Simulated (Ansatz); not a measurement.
# Relative energies of C3H2F6 isomers

3 of its isomers, all singlets with charge 0: A = 1,1,1,3,3,3-hexafluoropropane `FC(F)(F)CC(F)(F)F`; B = `FC(F)C(F)(F)C(F)F`; C = `FC(F)C(F)C(F)(F)F`.

Shapes, held fixed at every level: PBE0-D4/def2-TZVP. Flexible molecules stand in one conformer, not always the lowest. Programs: Ansatz 0.2.0.

Electronic energies in kJ/mol, without zero-point or thermal terms.

```csv
level,kind,B − A,C − A
PBE-D4/def2-TZVPP,GGA,+103.5,+79.6
r2SCAN-D4/def2-TZVPP,meta-GGA,+111.3,+85.9
PBE0-D4/def2-TZVPP,global hybrid,+109.2,+83.2
r2SCAN0-D4/def2-TZVPP,global hybrid,+114.8,+87.8
wB97M-V/def2-TZVPP,range-separated hybrid,+107.8,+83.0
MP2/def2-SVP,perturbation theory,+128.2,+99.6
CCSD(T)/def2-TZVPP,coupled cluster or CI,+106.2,+81.9
CCSD(T)/CBS estimate,coupled cluster or CI,+104.2,+80.6
```

The highest level, CCSD(T)/CBS estimate, puts A lowest of these. All levels agree on that. The B − A difference spans +103.5 to +128.2 kJ/mol over the levels. The CBS estimate extrapolates MP2 from def2-TZVPP and def2-QZVPP and adds CCSD(T) − MP2 in the triple-zeta set, cores frozen.
